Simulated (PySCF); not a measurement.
# Reading the logs of faulty runs: GeH7Si2

These are calculations, not measurements. They come from PySCF 2.14.0, an open-source quantum chemistry program, on an isolated molecule that a program drew, which may never have been made. The molecule is GeH7Si2 (charge 0, doublet), drawn as the SMILES string `[SiH2][GeH2][SiH3]`.

Each row is a Hartree-Fock (HF) and frozen-core CCSD(T) single point in the cc-pV(D+d)Z basis, meant for a local HF minimum. Run 1 is clean. Each other run has one planted mistake out of seven kinds, and not every kind appears here: one electron removed, one electron added, multiplicity raised by two, geometry at a saddle point, minimal basis STO-3G, one bond length entered in bohr, all coordinates scaled. The reference is restricted for singlets and unrestricted otherwise, and also for a bond in bohr. Adding or removing an electron swaps singlet and doublet. Electrons count all cores. HOMO and LUMO are orbital energies over both spins, the gradient is its largest component, and the lowest frequency (negative if imaginary) is given only where the gradient is small. Bond lengths are over the 9 bonds as drawn. T1 is the CCSD diagnostic: over 0.02 (restricted) or 0.045 (unrestricted) a single reference is doubtful. Germanium has the cc-pVDZ-PP basis, with a core potential (ECP10MDF) in place of its 10 inner electrons, and its 3s, 3p and 3d shells are frozen in CCSD(T).

Geometry of the clean run:
```xyz
10
GeH7Si2, angstrom
Si   -0.6736    1.0487   -3.6752
Ge    0.8297    0.1015   -2.0566
Si   -0.2024   -0.2400    0.0950
H    -1.8351    0.1667   -3.9500
H    -1.1655    2.3893   -3.2706
H     1.3459   -1.2403   -2.5964
H     2.0361    1.0391   -1.9035
H     0.7663   -0.8255    1.0521
H    -0.6834    1.0563    0.6277
H    -1.3561   -1.1590   -0.0466
```

```
run  electrons  basis functions  <S^2>  HOMO (eV)  LUMO (eV)  gradient (hartree/bohr)  lowest frequency (cm^-1)  mean bond (Å)  longest bond (Å)      T1  HF (hartree)  CCSD(T) (hartree)                          mistake
  1         67              104  0.758      -8.61       0.91                  3.2e-05                        93         1.6999             2.411  0.0139    -875.28686         -875.65001                         no fault
  2         66              104  0.000     -15.47      -6.62                  4.5e-02                         -         1.6999             2.411  0.0202    -875.00483         -875.36195             one electron removed
  3         67              104  0.758      -8.60       0.95                  6.3e-03                         -         1.6795             2.382  0.0138    -875.28570         -875.64831           all coordinates scaled
  4         67              104  1.579      -8.66       0.84                  8.6e-03                         -         1.8464             2.800  0.0487    -875.17656         -875.52960  one bond length entered in bohr
  5         67              104  3.768      -3.54      -2.34                  7.4e-02                         -         1.6999             2.411  0.0811    -875.04578         -875.41021                                ?
```

**Which mistake was planted in run 5, and what did it cost?**

Electrons, basis and geometry are unchanged, and <S^2> is 3.768, beside S(S+1) = 3.75 for a multiplicity of 4. So the mistake is: multiplicity raised by two. Subtracting run 1 and multiplying by 627.51 kcal/mol a hartree, the energy moved by 151.3 kcal/mol in HF and 150.5 kcal/mol in CCSD(T).

Cautions from the logs. Run 2: T1 is over the limit, so its CCSD(T) energy is less reliable; run 4: T1 is over the limit, so its CCSD(T) energy is less reliable; run 5: T1 is over the limit, so its CCSD(T) energy is less reliable.
